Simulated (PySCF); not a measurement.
Stepwise substitution at one centre (Al Br-CH3). Gas-phase values, no solvent. Strings in code marks are SMILES.

The four lowest singlet excitations (Tamm–Dancoff). These are ωB97X-D3(BJ)/def2-TZVP // B3LYP-D3(BJ)/def2-TZVP run with PySCF values and carry that method's errors. Excitations are Tamm–Dancoff values on a coarser integration grid. The basis has no diffuse functions, so Rydberg states are missing or too high.

| state | energy (eV) | wavelength (nm) | oscillator strength |
|---|---|---|---|
| S1 | 6.42 | 193 | 0.001 |
| S2 | 6.50 | 191 | 0.000 |
| S3 | 6.94 | 179 | 0.001 |
| S4 | 7.13 | 174 | 0.035 |

Task: Identify which member gives these states.
(A) `[CH3][Al]([CH3])[CH3]`
(B) `[CH3][Al]([Br])[Br]`
(C) `[CH3][Al]([CH3])[Br]`

Result: B, `[CH3][Al]([Br])[Br]`
